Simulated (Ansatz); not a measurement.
`O=CBF` + `[NH2][SbH2]` → `O=C[NH][SbH2]` + `BF` at 400 K and 1 bar (substitution at a C–B bond).

Computed with Ansatz on PBE0-D4/def2-TZVP structures; ΔE is electronic, products minus reactants. CCSD(T)/CBS is the MP2 limit (def2-TZVPP, def2-QZVPP) plus CCSD(T) − MP2 in def2-TZVPP, frozen cores. This one scheme is used for every species. Elements past krypton have def2 core potentials. For Sb outer-core shells are correlated without core-valence functions, which leaves a few kJ/mol of doubt a bond. One conformer a species, not always the lowest.

```
        species  CCSD(T)/CBS energy (Eh)  H − E (kJ/mol)  S (J/(mol·K))
        `O=CBF`               -239.02821           109.0          312.6
  `[NH2][SbH2]`               -297.10356           122.5          298.1
`O=C[NH][SbH2]`               -410.33905           156.2          351.8
           `BF`               -125.82039            73.4          234.2
```

H − E and S are ideal-gas, rigid-rotor, harmonic terms from PBE0-D4/def2-TZVP, for one conformer and one mirror image of each species. 1 Eh = 2625.50 kJ/mol, R = 8.31446 J/(mol·K).

**Question.** By hand: ΔE, ΔH, ΔS and ΔG.

**Answer.** ΔE = (-410.33905) + (-125.82039) − (-239.02821) − (-297.10356) = -0.02767 Eh = -72.6 kJ/mol. Δ(H − E) = 156.2 + 73.4 − 109.0 − 122.5 = -1.9, so ΔH = -74.5 kJ/mol. ΔS = 351.8 + 234.2 − 312.6 − 298.1 = -24.7 J/(mol·K). ΔG = -74.5 − 400 × (-24.7)/1000 = -64.6 kJ/mol.

**Question.** By hand: the equilibrium constant, and the temperature at which ΔG would vanish if ΔH and ΔS stayed fixed.

**Answer.** log₁₀ K = −ΔG/(RT ln 10) = 8.4. ΔG = 0 at ΔH/ΔS = 3016 K, far beyond where these terms or the molecules hold.

ΔH outweighs TΔS. A doubt of 5 kJ/mol in ΔE shifts log₁₀ K by 0.7 here. Other conformers and mirror images would add mixing entropy, several J/(mol·K) or more a flexible species. Modes under 60 cm⁻¹, often nearly free rotors, make the harmonic entropy too high. These are equilibria of isolated gas molecules and say nothing of rates. Largest T1 diagnostic: 0.017 (customary marks: 0.02 for closed shells, 0.045 for open ones).
